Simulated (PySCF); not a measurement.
Ga, charge -1, triplet (in this run its highest filled SCF level lies above zero, so its values depend strongly on the basis, on diffuse functions most of all); B3LYP/def2-SV(P) (PySCF).

Input for PySCF:
```python
from pyscf import gto, scf, dft

mol = gto.M(
    atom='''
Ga    0.000000    0.000000    0.000000
''',
    basis='def2-sv(p)',
    charge=-1,
    spin=2,
    verbose=4,
)

mf = dft.UKS(mol)
mf.xc = 'b3lyp'
mf.kernel()
mf.analyze()
```

Predict the main parts of the log of this PySCF run.


```
PySCF version 2.14.0

[INPUT] verbose = 4
[INPUT] num. atoms = 1
[INPUT] num. electrons = 32
[INPUT] charge = -1
[INPUT] spin (= nelec alpha-beta = 2S) = 2
[INPUT] symmetry False subgroup None
[INPUT] Mole.unit = angstrom
[INPUT] Symbol           X                Y                Z      unit          X                Y                Z       unit  Magmom
[...]
nuclear repulsion = 0
number of shells = 12
number of NR pGTOs = 74
number of NR cGTOs = 32
basis = def2-sv(p)
ecp = {}

******** <class 'pyscf.dft.uks.UKS'> ********
method = UKS
initial guess = minao
damping factor = 0
level_shift factor = 0
DIIS = <class 'pyscf.scf.diis.CDIIS'>
diis_start_cycle = 1
diis_space = 8
diis_damp = 0
SCF conv_tol = 1e-09
SCF conv_tol_grad = None
SCF max_cycles = 50
direct_scf = True
direct_scf_tol = 1e-13
number electrons alpha = 17  beta = 15
XC library pyscf.dft.libxc version 7.1.2
    S. Lehtola, C. Steigemann, M. J. T. Oliveira, and M. A. L. Marques,  SoftwareX 7, 1–5 (2018)
XC functionals = b3lyp
    P. J. Stephens, F. J. Devlin, C. F. Chabalowski, and M. J. Frisch,  J. Phys. Chem. 98, 11623 (1994)
radial grids:
    Treutler-Ahlrichs [JCP 102, 346 (1995); DOI:10.1063/1.469408] (M4) radial grids

becke partition: Becke, JCP 88, 2547 (1988); DOI:10.1063/1.454033
pruning grids: <function nwchem_prune>
grids dens level: 3
symmetrized grids: False
atomic radii adjust function: <function treutler_atomic_radii_adjust>
small_rho_cutoff = 0
Set gradient conv threshold to 3.16228e-05
tot grids = 20904
init E= -1924.05285721069

cycle= 1 E= -1924.591578068  delta_E= -0.539  |g|= 0.22  |ddm|= 0.945
cycle= 2 E= -1924.59752677197  delta_E= -0.00595  |g|= 0.221  |ddm|= 0.373
cycle= 3 E= -1924.60653004116  delta_E= -0.009  |g|= 0.0243  |ddm|= 0.0792
cycle= 4 E= -1924.60681852107  delta_E= -0.000288  |g|= 0.00276  |ddm|= 0.0594
cycle= 5 E= -1924.60682134999  delta_E= -2.83e-06  |g|= 8.21e-05  |ddm|= 0.00452
cycle= 6 E= -1924.60682136301  delta_E= -1.3e-08  |g|= 7.73e-06  |ddm|= 0.000515
cycle= 7 E= -1924.60682136307  delta_E= -6.37e-11  |g|= 9.2e-07  |ddm|= 3.8e-05
Extra cycle  E= -1924.60682136307  delta_E=    0  |g|= 4.65e-07  |ddm|= 3.46e-06
converged SCF energy = -1924.60682136307  <S^2> = 2.0019612  2S+1 = 3.0013072
**** SCF Summaries ****
Total Energy =                       -1924.606821363073550
Nuclear Repulsion Energy =               0.000000000000000
One-electron Energy =                -2691.136268347005171
Two-electron Energy =                  766.529446983931621
Two-electron Coulomb Energy =          841.755531509652656
DFT Exchange-Correlation Energy =      -75.226084525721063
**** MO energy ****
                             alpha | beta                alpha | beta
[...]
To work with the spin densities directly, `use mulliken_meta_spin()` only printing them here.

 ** Mulliken spin pop alpha/beta on meta-lowdin orthogonal AOs **
 ** Mulliken Spin Density (per AO)  **
spin_pop of  0 Ga 1s       -0.00000
spin_pop of  0 Ga 2s        0.00000
spin_pop of  0 Ga 3s        0.00003
spin_pop of  0 Ga 4s       -0.00109
spin_pop of  0 Ga 5s        0.00185
spin_pop of  0 Ga 2px       0.00000
spin_pop of  0 Ga 2py       0.00000
spin_pop of  0 Ga 2pz       0.00000
spin_pop of  0 Ga 3px       0.00001
spin_pop of  0 Ga 3py       0.00003
spin_pop of  0 Ga 3pz       0.00003
spin_pop of  0 Ga 4px       0.24511
spin_pop of  0 Ga 4py       0.79827
spin_pop of  0 Ga 4pz       0.89484
spin_pop of  0 Ga 5px       0.00780
spin_pop of  0 Ga 5py       0.02542
spin_pop of  0 Ga 5pz       0.02849
spin_pop of  0 Ga 3dxy     -0.00018
spin_pop of  0 Ga 3dyz     -0.00027
spin_pop of  0 Ga 3dz^2    -0.00025
spin_pop of  0 Ga 3dxz     -0.00020
spin_pop of  0 Ga 3dx2-y2   -0.00018
spin_pop of  0 Ga 4dxy     -0.00007
spin_pop of  0 Ga 4dyz      0.00014
spin_pop of  0 Ga 4dz^2     0.00008
spin_pop of  0 Ga 4dxz      0.00004
spin_pop of  0 Ga 4dx2-y2    0.00000
spin_pop of  0 Ga 5dxy     -0.00006
spin_pop of  0 Ga 5dyz      0.00010
spin_pop of  0 Ga 5dz^2     0.00005
spin_pop of  0 Ga 5dxz      0.00002
spin_pop of  0 Ga 5dx2-y2   -0.00001
 ** Mulliken Spin Density (per atom)  **
spin density of  0 Ga =      2.00000
 ** Mulliken pop alpha/beta on meta-lowdin orthogonal AOs **
 ** Mulliken pop       alpha | beta **
[...]
In total            17.00000 | 15.00000
 ** Mulliken atomic charges   ( Nelec_alpha | Nelec_beta ) **
charge of  0Ga =     -1.00000  (    17.00000     15.00000 )

WARN: System has nonzero charge -1; the dipole moment is origin-dependent.
Location of origin: [0. 0. 0.]

Dipole moment(X, Y, Z, Debye):  0.00000,  0.00000, -0.00000
```
